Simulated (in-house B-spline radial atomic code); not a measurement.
# RPA and G0W0 on r2SCAN: I¹²⁺

Configuration [Kr] 4d5, highest spin, mean-field start r2SCAN. Computed with a B-spline radial code for spherical atoms: all electrons, non-relativistic, point nucleus, each spin shell either full or empty, empty states to l = 9 with an (l + 1/2)⁻⁴ tail; G0W0 by contour deformation at full frequency.

Without relativity these are model numbers: it shifts the levels of so heavy an element strongly and can reorder them.

Command:
```bash
python run_gw.py task.json out
```
Settings (radii: box in bohr, nucleus in fm):
```
Z                        53
electrons                41
configuration            [Kr] 4d5
hamiltonian              nr
method                   r2scan
lmax                     9
spin_polarised           True
box_radius               5.84
intervals                50
```

Time taken, with all properties: 1.7 s on 1 thread of Intel(R) Xeon(R) 6975P-C, with other jobs on the host.

Energies (hartree):

```tsv
term	value
mean-field total	-6872.52179
Hartree-Fock functional on these orbitals	-6870.47257
direct second order	-3.5045
second-order exchange	0.99444
SOSEX correction	0.94253
```

(1) What is the RPA correlation energy, and what remains with SOSEX?

Quasi-particle levels (eV):

```
  level  occupied  mean field  Σx - vxc     Σc  QP weight     G0W0
  4d up       yes     -270.76    -13.05      ?          ?        ?
4p down       yes     -340.14    -12.29  -0.92      0.970  -353.35
4d down        no     -261.23     15.32  -4.17      0.976  -250.08
```

G0W0 = mean field + (Σx - vxc) + Σc, with Σc (partial-wave tail included) taken at the quasi-particle energy. Only the outer levels were computed. Levels of low weight are left out.

(2) Where does G0W0 put 4d up?

Answers

(1) RPA gives -3.181 hartree (-2.11 eV per electron); RPA + SOSEX gives -2.2385, and the second-order doubles -2.5101 hartree (no singles). RPA lacks exchange-type terms and so overcorrelates at short range.

(2) At -283.86 eV, with Σc = -0.04 eV and a quasi-particle weight of 0.976. The tabulated removal energy is 279 ± 3 eV (NIST, tabulated theory); the calculation leaves out relativity, Breit and QED terms, and what these don't explain is the method's own error.
